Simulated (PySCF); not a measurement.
Work out the structure from these simulated measurements.

Elements present: C, H, S and Si. Monoisotopic mass: 168.0429 u.

| Property | Result |
| --- | --- |
| Rotational structure | rotational constants A, B, C: 1.898, 0.695, 0.557 GHz [GFN2-xTB] |
| 13C NMR | chemical shifts (computed TMS as zero) by class: 252.8 (1 C), 175.3 (1 C), 129.8 (1 C), 38.4 (1 C), 35.9 (1 C), 35.3 (2 C), 16.0 (1 C) ppm [GIAO PBE0/pcSseg-1] |
| 1H NMR | chemical shifts (computed TMS as zero) by class: 7.08 (1 H), 4.81 (1 H), 4.67 (2 H), 3.29 (3 H), 2.68 (2 H), 1.83 (1 H), 1.46 (2 H) ppm [GIAO PBE0/pcSseg-1] |
| NMR, other nuclei | isotropic shieldings of nuclei other than C and H, by class: 393 (1 Si), -612 (1 S) ppm [GIAO PBE0/pcSseg-1] |
| Dipole | 2.42 D [PBE0/pcSseg-1] |

The electronic properties come from PySCF, for the isolated species, density fitting. Levels stand in brackets. Isolated species at its GFN2-xTB geometry (one conformer only). NMR values are class means; diastereotopic atoms form classes of their own.

**Question.** Which formula fits the mass and the elements?

**Answer.** C8H12SSi (calculated 168.0429). No other formula that holds each of these elements comes within 0.0003 u with a fitting electron parity and a possible valence count.

**Question.** What is the compound? Reason from the data.

**Answer.** Numbering: `[CH3:1][C:2](=[S:3])[C:4]1=[CH:5][SiH2:6][C@H:7]2[CH2:8][C@@H:9]1[CH2:10]2`. Its formula, C8H12SSi, gives 4 degrees of unsaturation: 2 rings and 2 π bonds in the structure found. 8 carbons fall into 7 classes; from least to most shielded: thiocarbonyl carbon [C2] (252.8 ppm), fully substituted alkene carbon [C4] (175.3 ppm), alkene CH carbon [C5] (129.8 ppm), methyl carbon [C1] (38.4 ppm), sp3 carbon at a ring junction [C9] (35.9 ppm), four-membered-ring carbon [C8/C10] (35.3 ppm, 2 C), ring sp3 carbon bound to silicon [C7] (16.0 ppm). Hydrogen classes from least to most shielded: 1 H on an alkene CH carbon, C5 (7.08 ppm), 1 H on an sp3 carbon at a ring junction, C9 (4.81 ppm), 2 H on an SiH2 silicon, Si6 (4.67 ppm), 3 H on a methyl carbon, C1 (3.29 ppm), 2 H on 2 four-membered-ring carbons, C8/C10 (2.68 ppm), 1 H on an sp3 carbon bound to silicon, C7 (1.83 ppm), 2 H on 2 four-membered-ring carbons, C8/C10 (1.46 ppm). The other shieldings belong to: 393 ppm, SiH2 silicon [Si6]; -612 ppm, thiocarbonyl sulfur [S3]. By its constants the optimised geometry is an asymmetric top. Structure: `CC(=S)C1=C[SiH2][C@H]2C[C@@H]1C2`. The assignments are read from this structure; whether some other isomer fits the data as well wasn't checked.
